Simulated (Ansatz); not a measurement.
Reaction R1 → P1 + P2, each structure at its B3LYP-D3(BJ)/def2-TZVP stationary point, reached from a drawn start (curvature not checked).
R1, BCl3 (SMILES ClB(Cl)Cl) (charge 0, multiplicity 1):
```xyz
4

B      0.0000     0.0000     0.0000
Cl     1.7452     0.0000     0.0000
Cl    -0.8726     1.5114     0.0000
Cl    -0.8726    -1.5114     0.0000
```
P1, BCl2 (SMILES Cl[B]Cl) (charge 0, multiplicity 2):
```tsv
atom	x (Å)	y (Å)	z (Å)
B	-0.2589	-0.4575	0.0000
Cl	1.4669	-0.5280	0.0000
Cl	-1.2081	0.9855	0.0000
```
P2: Cl atom, charge 0, multiplicity 2.

P less R. No zero-point or thermal terms; singlets are restricted closed shells; open shells are unrestricted; no spin–orbit coupling.

Frozen-core correlation throughout. CBS: X⁻³ extrapolation of the correlation energy, Hartree–Fock from the larger set.

The values were computed with Ansatz (Gaussian orbitals). All values are computed, each at the level named.

PBE/def2-TZVPP gives 119.09 kcal/mol for the reaction energy.

Task: Predict the shift from PBE, with its sign, for: r2SCAN/def2-TZVPP, B3LYP/def2-TZVPP, wB97M-V/def2-TZVPP, B2PLYP/def2-TZVPP, MP2/CBS(cc-pV(T+d)Z, cc-pV(Q+d)Z), CCSD(T)/CBS(cc-pV(T+d)Z, cc-pV(Q+d)Z).

Result: r2SCAN/def2-TZVPP -2.17; B3LYP/def2-TZVPP -5.48; wB97M-V/def2-TZVPP 3.79; B2PLYP/def2-TZVPP -2.49; MP2/CBS(cc-pV(T+d)Z, cc-pV(Q+d)Z) 7.62; CCSD(T)/CBS(cc-pV(T+d)Z, cc-pV(Q+d)Z) 1.49 kcal/mol. 3 of 6 lie above PBE; the widest gap is to MP2/CBS(cc-pV(T+d)Z, cc-pV(Q+d)Z).

Ansatz is a quantum-chemistry and plane-wave program.
